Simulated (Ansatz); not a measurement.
Ansatz (an electronic-structure program) input:

Ansatz 0.2 input:
```yaml
crystal:
  periodic: [false, false, false]
  atoms:
    - {symbol: La, position_ang: [-0.02818125, 0.05795803, 0.13685711]}
    - {symbol: F, position_ang: [-1.74506073, -1.21100517, -0.19947421]}
    - {symbol: F, position_ang: [0.07913378, 1.82140879, -1.10804707]}
    - {symbol: F, position_ang: [1.84440820, -0.97747114, 0.44075958]}
basis:
  gaussian:
    orbitals: def2-TZVPD
hamiltonian:
  xc: {name: wB97M-V}
output: {forces: true}
```

### Question
Which total energy does the run end on?

### Answer
-331.35043 Eh (wB97M-V/def2-TZVPD). The basis has 163 functions. The run takes roughly 20 core-seconds.
